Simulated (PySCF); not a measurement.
A GIAO shielding run with PySCF 2.14.0 with density-fitted response routines (density fitting, non-relativistic, gas phase) on `C=N[Si@H]1C[SiH2][SiH2][SiH2]1`, C2H11NSi4:

```
$ OMP_NUM_THREADS=1 python probes_run.py task.json out

{"job": {"kind": "nmr", "xc": "PBE0", "basis": "pcSseg-1"}, "charge": 0, "multiplicity": 1}
C      3.033832    -0.085782     1.789257
N      1.848732    -0.119490     1.393824
Si     1.074044    -0.025442    -0.134071
C     -0.126796    -1.514923    -0.113340
Si    -1.807150    -1.234405    -0.978770
Si    -2.320551     0.999233    -0.596664
Si    -0.235490     1.893231    -0.061501
H      3.908276    -0.040029     1.134541
H      3.240368    -0.104402     2.856605
H      1.942066    -0.152758    -1.322572
H     -0.318655    -1.764912     0.930686
H      0.362165    -2.389161    -0.540697
H     -2.754207    -2.238376    -0.471725
H     -1.631551    -1.551296    -2.405488
H     -3.331163     1.176038     0.456292
H     -2.945114     1.637111    -1.764961
H      0.231973     2.895979    -1.032891
H     -0.179541     2.625703     1.209830
```

Hardware: 1 thread of an Arm Neoverse V1, shared host. The job also computes population analyses, field gradients, ring-centre shieldings.

(1) How large is the calculation?

(2) How long does it take, and how much memory does it need?

## Answers

(1) 86 electrons, 202 basis functions and 1140 auxiliary functions.

(2) 39 s of wall time, with 14 SCF cycles and 5 response iterations; peak memory 0.85 GiB. Times on a shared host scatter by some tens of per cent.
